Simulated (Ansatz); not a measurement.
Two isomers of C7H12: A = `CCC1C=CCC1`, B = `C=C1CCCCC1`.

Isolated molecules relaxed with PBE0-D4/def2-TZVP in Ansatz; ΔE leaves out vibrations. CCSD(T)/CBS is the MP2 limit (def2-TZVPP, def2-QZVPP) plus CCSD(T) − MP2 in def2-TZVPP, frozen cores. DFT in def2-TZVPP. B3LYP here is the variant with VWN-RPA as its local correlation; programs differ in this. Each species was taken in one conformer, which may not be the lowest.

A:

Z-matrix (Å, degrees):
```
C
C 1 1.519
H 1 1.093 2 111.4
H 1 1.094 2 111.0 3 119.8
H 1 1.092 2 111.4 3 -120.2
C 2 1.523 1 113.2 3 -61.0
H 2 1.096 1 109.5 3 177.1
H 2 1.097 1 110.0 3 60.7
C 6 1.541 2 114.2 1 64.0
C 6 1.504 2 114.3 1 -178.8
H 6 1.102 2 107.5 1 -58.2
C 9 1.536 6 106.0 2 144.6
H 9 1.095 6 108.4 2 27.6
H 9 1.091 6 113.1 2 -91.1
C 10 1.327 6 112.4 2 -136.9
H 10 1.085 6 122.5 2 45.3
H 12 1.098 9 111.8 6 97.2
H 12 1.094 9 112.7 6 -143.2
H 15 1.084 10 125.1 6 -177.9
```

B:

Z-matrix (Å, degrees):
```
C
C 1 1.499
C 1 1.529 2 111.0
H 1 1.093 2 110.4 3 -123.5
H 1 1.099 2 108.8 3 119.3
C 2 1.328 1 122.8 3 124.6
C 2 1.499 1 114.3 3 -53.3
C 3 1.522 1 111.3 2 53.5
H 3 1.096 1 108.9 2 -67.1
H 3 1.094 1 109.9 2 176.2
H 6 1.085 2 121.4 1 1.3
H 6 1.085 2 121.4 1 -179.0
C 7 1.529 2 111.0 1 53.3
H 7 1.093 2 110.4 1 176.7
H 7 1.099 2 108.8 1 -66.0
H 8 1.098 3 109.2 1 65.1
H 8 1.094 3 110.2 1 -178.2
H 13 1.094 7 109.9 2 -176.2
H 13 1.096 7 108.9 2 67.1
```

(1) Which isomer does CCSD(T)/CBS put lower? Give the gap. (Estimate.)

(2) Give E(B) − E(A) in kJ/mol with B3LYP, CCSD/def2-TZVPP, MP2/def2-TZVPP, B3LYP-D4, r2SCAN-D4, BLYP-D4, ωB97M-V. (Best estimate.)

Largest T1 diagnostic: 0.010.

## Answers

(1) The calculation gave: B, by 19.5 kJ/mol.

(2) The calculation gave: B3LYP -19.0, CCSD/def2-TZVPP -19.9, MP2/def2-TZVPP -19.7, B3LYP-D4 -22.9, r2SCAN-D4 -21.7, BLYP-D4 -22.7, ωB97M-V -20.1. None reverses the order clearly.

From BLYP to BHLYP (50 % exact exchange), in def2-TZVPP and without D4, E(B) − E(A) moves by −3.8 kJ/mol. The D4 term adds −3.9 kJ/mol with B3LYP and −2.1 kJ/mol with PBE0; it sums over pairs of atoms, weighted by their polarisabilities, and B3LYP, whose exchange is more repulsive, gets the larger term.
